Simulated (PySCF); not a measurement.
Constitutional and geometric isomers with formula H6Si4. All species are isolated molecules in the gas phase. One relaxed conformer stands for each flexible species; it need not be the lowest. Strings in code marks are SMILES.

The dipole moment from two functionals at the same geometries (PBE0-D3(BJ)/def2-TZVP), both in PySCF: PBE-D3(BJ)/def2-TZVP and PBE0-D3(BJ)/def2-TZVP. 

| species | PBE-D3(BJ)/def2-TZVP (D) | PBE0-D3(BJ)/def2-TZVP (D) |
|---|---|---|
| `[SiH3][SiH]1[SiH]=[SiH]1` | 0.66 | 0.70 |
| `[SiH]1=[SiH][SiH2][SiH2]1` | 0.36 | 0.41 |
| `[SiH]1[SiH2][Si]=1[SiH3]` | 0.85 | 0.90 |

Over these rows, drawn at random from the members with no instability flagged (it was tested for open shells, ions and some series alone), PBE minus PBE0-D3(BJ): mean -0.05 D, from -0.05 D to -0.04 D.
